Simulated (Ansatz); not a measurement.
This geometry of CH4 + GaH3 (9 atoms, charge 0, multiplicity 1) is a first-order saddle point.

Level of theory: RKS r2SCANh/def2-SVP (Ansatz 0.2.0).

```xyz
9
Properties=species:S:1:pos:R:3
Ga -0.900 0.562 -0.504
H 0.604 1.289 -1.012
H -1.428 -0.247 -1.708
H -1.538 1.537 0.508
H 0.758 0.464 -0.349
C 0.521 -0.690 0.589
H 1.042 -0.236 1.443
H -0.270 -1.338 0.997
H 1.210 -1.341 0.035
```

**Question.** Which two structures does it join? (They come from a converged band through this point; their orientation in space is the band's.)

**Answer.** Bonds broken: Ga1–H2, H5–C6. Bonds formed: Ga1–C6, H2–H5. CH4 + GaH3 becomes CH5Ga + H2.

Initial state:

```xyz
9
Properties=species:S:1:pos:R:3
Ga -0.986 0.968 -0.847
H 0.162 1.810 -1.493
H -1.572 -0.259 -1.615
H -1.647 1.449 0.483
H 1.091 0.048 0.041
C 0.802 -0.792 0.693
H 1.112 -0.552 1.716
H -0.280 -0.983 0.687
H 1.317 -1.690 0.334
```

Final state:

```xyz
9
Properties=species:S:1:pos:R:3
Ga -0.858 0.244 -0.257
H 0.632 1.693 -1.312
H -1.333 -0.177 -1.690
H -1.478 1.520 0.409
H 1.120 1.244 -0.936
C 0.321 -0.940 0.782
H 0.906 -0.399 1.537
H -0.314 -1.662 1.321
H 1.003 -1.522 0.147
```

**Question.** How far does it lie above each of them?

**Answer.** 1.61 eV above the first and 1.16 eV above the second. This is the barrier of this one path; another mechanism may lie lower. The orbitals stay closed-shell, which can raise the energy where a bond breaks towards radicals; this wasn't checked here.

Run time: 120 s on 2 threads of Arm Neoverse V2, on a shared host, peak memory 0.18 GiB.
